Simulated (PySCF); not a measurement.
**Frontier orbitals and the lowest excitations**

Compound: C₂H₇PSi₂.
Cartesian coordinates in Å at the GFN2-xTB level; atoms count from 1:
```xyz
12
C2H7PSi2 angstrom
C      2.0313    1.5635   -0.8510
C      1.6788    0.4381   -0.6129
Si     1.0717   -1.2551   -0.1687
P     -0.7219   -1.2036    1.1731
Si    -2.0398    0.3134    0.2104
H      2.3551    2.5401   -1.0738
H      0.6856   -1.9505   -1.3997
H      2.1409   -1.9444    0.5605
H     -0.1715   -0.3415    2.0980
H     -3.0457    0.6787    1.2074
H     -1.3223    1.5099   -0.2342
H     -2.6609   -0.3491   -0.9352
```

Method: TDDFT PBE0/def2-SVPD, vertical, gas phase, core orbitals frozen in the response in PySCF.

Frontier orbitals with the atoms that hold most of them (Löwdin shares over 4%, at most four atoms; ? is withheld):

```
orbital  ε (eV)                             atoms
 HOMO-3   -9.00  P4 22%, Si5 20%, C2 13%, Si3 12%
 HOMO-2   -8.41     C2 36%, C1 35%, Si3 8%, P4 8%
 HOMO-1   -8.33    C2 31%, C1 31%, P4 10%, Si3 9%
   HOMO       ?                                 ?
   LUMO   -0.45                                 ?
 LUMO+1   -0.20   C1 23%, C2 22%, Si3 20%, Si5 8%
 LUMO+2    0.07  P4 24%, Si5 24%, Si3 14%, H10 8%
```

Give the leading atoms of the HOMO.

P4 (bonded to 2 Si and H) 60%; Si5 (bonded to P and 3 H) 10%; Si3 (bonded to C, P and 2 H) 7%; C2 (bonded to C and Si) 7%. By element: phosphorus 60%, silicon 17%, carbon 7% or more.

Give the leading atoms of the LUMO.

C2 (bonded to C and Si) 22%; C1 (bonded to C and H) 22%; Si3 (bonded to C, P and 2 H) 19%; P4 (bonded to 2 Si and H) 18%. By element: carbon 43%, silicon 19% or more, phosphorus 18%.

What is the HOMO energy, and the HOMO–LUMO gap?

ε(HOMO) = -7.27 eV; the gap is 6.81 eV (0.2504 hartree).

The HOMO–LUMO gap is 6.81 eV. Where does the response calculation put the lowest singlet, and from which orbitals?

S1 is at 5.76 eV (f = 0.076), 1.05 eV below the gap, made of HOMO→LUMO (62%), HOMO→LUMO+1 (26%). 

Next come S2 at 5.80 eV (f 0.043), HOMO→LUMO+1 (57%), HOMO→LUMO (26%); S3 at 6.06 eV (f 0.022), HOMO→LUMO+2 (51%), HOMO-1→LUMO (11%), HOMO-2→LUMO (10%); S4 at 6.14 eV (f 0.0078), HOMO-2→LUMO (33%), HOMO-1→LUMO (28%), HOMO→LUMO+2 (25%); S5 at 6.34 eV (f 0.047), HOMO→LUMO+3 (51%), HOMO-2→LUMO+1 (10%), HOMO-2→LUMO (10%).

Löwdin shares depend on the basis, the more so with diffuse functions.

One conformer stands for the species.
